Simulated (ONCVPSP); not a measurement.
**carbon: ONCV pseudisation with PBE, scalar-relativistic reference atom.**

ONCVPSP 4.0.1 input, shortened (lines: element, Z, core and valence counts, functional; n l f; lmax; l rc ep ncon nbas qcut; lloc lpopt rc5 dvloc0; l nproj debl; icmod fcfact rcfact), PBE, scalar-relativistic:

```
  C 6.00    1    2        4      upf
    1    0    2.00
    2    0    1.00
    2    1    3.00
    1
    0    0.80    0.00    5    9   10.00
    1    1.65    0.00    5    8    6.50
    4    4    0.65    3.00
    0    3    1.10
    1    1    2.60
    3    5.75    1.10
```

All-electron outer shells of the reference configuration (PBE, scalar-relativistic, ld1.x):

```json
{"shell": "1s", "level (eV)": "-274.35", "outermost node (bohr)": "–", "outermost maximum (bohr)": "0.17"}
{"shell": "2s", "level (eV)": "-14.20", "outermost node (bohr)": "0.38", "outermost maximum (bohr)": "1.22"}
{"shell": "2p", "level (eV)": "-5.71", "outermost node (bohr)": "–", "outermost maximum (bohr)": "1.20"}
```

**Question.** Does this generation succeed?

**Answer.** No. ONCVPSP 4.0.1 stopped with "optimize: ERROR ps0norm > uunorm, code will stop": the continuity conditions at rc already need more norm inside rc than the all-electron wave has, so norm conservation cannot be met. It happened in the s channel.
